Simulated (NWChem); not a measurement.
H2PO3, doublet; SMILES O[P](O)=O

```xyz
6

O      0.7606    -1.3576     0.2825
P      0.1201    -0.1579    -0.3201
O     -1.4175     0.1700     0.1530
O      0.7996     1.2604     0.0802
H     -1.9562    -0.6322     0.1942
H      0.1523     1.9796     0.0816
```
Atoms are numbered in this order, from 1.

All runs: NWChem. Spin-unrestricted. Structure relaxed at the PBE0/def2-SVP, spin-unrestricted level. No stability test was run on the SCF state. Fermi-contact couplings, non-relativistic, static geometry.

For level B3LYP/pcJ-1:

A(iso) 17O atom 1 (MHz): -19.0
A(iso) 31P atom 2 (MHz): 1900
A(iso) 17O atom 3 (MHz): -50.6
A(iso) 17O atom 4 (MHz): -57.0

Estimate the same quantities for level TPSSh/pcJ-1.


- A(iso) 17O atom 1 (MHz) = -16.1
- A(iso) 31P atom 2 (MHz) = 1808
- A(iso) 17O atom 3 (MHz) = -47.2
- A(iso) 17O atom 4 (MHz) = -54.0
